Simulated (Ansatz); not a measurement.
Reaction (substitution at a C–S bond): `C[S][Sn][NH2]` + `[SH][SbH2]` → `C[S][SbH2]` + `[NH2][Sn][SH]`

Isolated molecules relaxed with PBE0-D4/def2-TZVP in Ansatz; ΔE leaves out vibrations. CCSD(T)/CBS adds triple-zeta CCSD(T) − MP2 to the extrapolated MP2 energy (def2 sets, frozen cores). Functionals use def2-TZVPP. def2 core potentials past Kr. For Sb, Sn outer-core shells are correlated without core-valence functions, which leaves a few kJ/mol of doubt a bond. Each species was taken in one conformer, which may not be the lowest.

(1) Is it downhill or uphill in electronic energy at CCSD(T)/CBS, and by how much? (An estimate is asked.)

(2) What do these levels give: PBE-D4, revPBE, r2SCAN, PBE0, CCSD/def2-TZVPP, CCSD/CBS(def2)? (Best estimate.)

Largest T1 diagnostic among the species: 0.016.

Results:

(1) Computed: Downhill: ΔE = -6.2 kJ/mol.

(2) Computed: PBE-D4 -5.3, revPBE -8.4, r2SCAN -6.8, PBE0 -7.6, CCSD/def2-TZVPP -6.7, CCSD/CBS(def2) -7.1 kJ/mol.

In def2-TZVPP, CCSD(T) changes the Hartree–Fock value by +4.4 kJ/mol (the triples alone add +0.9 kJ/mol) and MP2 by +3.4 kJ/mol. Leaving LDA and LC-ωPBE aside and taking each functional with its dispersion term where it has one, the values, not all of them listed here, spread over 3.3 kJ/mol, from PBE-QIDH to BLYP-D4.
